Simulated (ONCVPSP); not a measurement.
How hard is this beryllium (Be) ONCV potential?

```
Element                 : Be
Generator               : ONCVPSP 4.0.1
Type                    : optimised norm-conserving Vanderbilt (ONCV)
Functional              : PBE
Relativity              : non-relativistic
Frozen core             : [He]
Valence charge          : 2
Reference configuration : 2s1 (charge +1)
Partial waves           : 2s: rc 1.40 bohr, ncon 4, nbas 7, qcut 5.2 1/bohr, 2 projectors, debl 0.4 Ha; p scattering state at 0.14 Ha: rc 1.05 bohr, ncon 5, nbas 9, qcut 7.6 1/bohr, 2 projectors, debl 2.2 Ha; d scattering state at 0.14 Ha: rc 1.15 bohr, ncon 3, nbas 7, qcut 8.8 1/bohr, 2 projectors, debl 1.2 Ha
Local potential         : polynomial inside 0.85 bohr (lpopt 5, dvloc0 4 Ha)
Core correction         : none
```

In the s channel the program set the typed energies aside and used -0.503, 0.250 Ha.

Problem. For each optimised wave give the share of its norm inside rc, the residual kinetic energy above qcut (Ha) and the cutoffs (Ha) for errors of 10, 1, 0.1 and 0.01 mHa per electron.

Solution.

```json
{"wave": "2s", "norm inside rc": "0.156", "residual KE": "1.3e-04", "10 mHa": "3.5", "1 mHa": "6.5", "0.1 mHa": "18.5", "0.01 mHa": "59.5"}
{"wave": "s projector 2", "norm inside rc": "0.106", "residual KE": "1.6e-03", "10 mHa": "6.7", "1 mHa": "16.1", "0.1 mHa": "72.4", "0.01 mHa": "90.4"}
{"wave": "p projector 1", "norm inside rc": "0.067", "residual KE": "1.6e-04", "10 mHa": "9.8", "1 mHa": "20.0", "0.1 mHa": "32.2", "0.01 mHa": "189.3"}
{"wave": "p projector 2", "norm inside rc": "0.091", "residual KE": "8.0e-04", "10 mHa": "16.9", "1 mHa": "27.9", "0.1 mHa": "40.3", "0.01 mHa": "125.0"}
{"wave": "d projector 1", "norm inside rc": "0.006", "residual KE": "5.3e-08", "10 mHa": "2.3", "1 mHa": "4.8", "0.1 mHa": "12.2", "0.01 mHa": "20.6"}
{"wave": "d projector 2", "norm inside rc": "0.031", "residual KE": "1.8e-07", "10 mHa": "5.3", "1 mHa": "11.6", "0.1 mHa": "20.4", "0.01 mHa": "27.7"}
```

The occupied waves need 6.5 Ha and 19 Ha for 1 and 0.1 mHa. Rows with under 1 % of the norm inside rc give no meaningful cutoff. Note: ghosts flagged at negative energy: s at -82.0 eV; no localised positive-energy state flagged. A true bound ghost makes a file unfit for plane-wave use. 1 of 4 tests not solved or not reliable.
